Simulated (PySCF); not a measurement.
C4H4FO2S (doublet state).
SMILES with atom numbers: `[OH:1][C:2]1=[C:3]([OH:4])[S:5][C@@H:6]([F:7])[CH:8]1` (hydrogens: H9 on O1; H10 on O4; H11 on C6; H12 on C8)

Geometry (GFN2-xTB, Å), atoms numbered from 1 in this order:
```xyz
12
C4H4FO2S angstrom
O      1.0612    1.7825    0.1374
C      0.3748    0.6021    0.1154
C      1.1029   -0.5842    0.2524
O      2.4360   -0.6831    0.4133
S      0.1058   -2.0003    0.1675
C     -1.4192   -0.9734    0.0311
F     -2.2209   -1.1949    1.1373
C     -0.9747    0.4357   -0.0531
H      0.4357    2.5122    0.0796
H      2.8042    0.2123    0.4206
H     -2.0070   -1.3332   -0.8221
H     -1.6977    1.2236   -0.1407
```

The hyperfine couplings belong to this conformer and change with its torsions.

Computed, not measured: UKS B3LYP, pcH-1 on C F H O S, non-relativistic, mean-field spin-orbit, GIAO (PySCF). The structure is a single GFN2-xTB conformer in the gas phase; no vibrational or solvent corrections. Couplings are sensitive to structure, and on GFN2-xTB geometries they can be far from those on DFT ones. The SCF solution wasn't tested for stability.

Q: Predict the first-order ENDOR lines of C3, C8, C2, C6, F7, H11, H12, H10 and H9 under fast tumbling at B = 3363.9 mT (W band).

A: For S = 1/2 in fast tumbling each set of equivalent nuclei gives two lines, ν± = |νn ± a/2| to first order, with νn = g_N μN B/h and μN/h = 7.62259 MHz/T.

```tsv
nuclei	isotope	g_N	νn (MHz)	a_iso (MHz)	lower line (MHz)	upper line (MHz)
C3	13C	1.4048	36.02	54.17	8.94	63.11
C8	13C	1.4048	36.02	36.61	17.72	54.33
C2	13C	1.4048	36.02	-35.38	18.33	53.71
C6	13C	1.4048	36.02	-2.97	34.53	37.51
F7	19F	5.2577	134.82	313.69	22.03	291.66
H11	1H	5.5857	143.23	38.51	123.97	162.48
H12	1H	5.5857	143.23	-30.15	128.15	158.30
H10	1H	5.5857	143.23	-8.16	139.15	147.31
H9	1H	5.5857	143.23	-1.40	142.53	143.93
```

The rows for 13C, of low natural abundance, apply to labelled samples.

Q: Which pairs are centred on the nuclear Larmor frequency, and which on half the coupling?

A: Centred on νn, since |a| < 2νn: C3, C8, C2, C6, H11, H12, H10 and H9. Centred on |a|/2 and split by 2νn: F7.

Q: At what field would the lower line of C3 fall to zero frequency?

A: Where νn = |a|/2, that is B = 27.09 MHz/(1.4048 × 7.62259 MHz/T) = 2530 mT, as far as first order holds there.

The Mulliken spin populations are largest on C3 (+0.49), C8 (+0.45), C2 (-0.11) and O4 (+0.09).
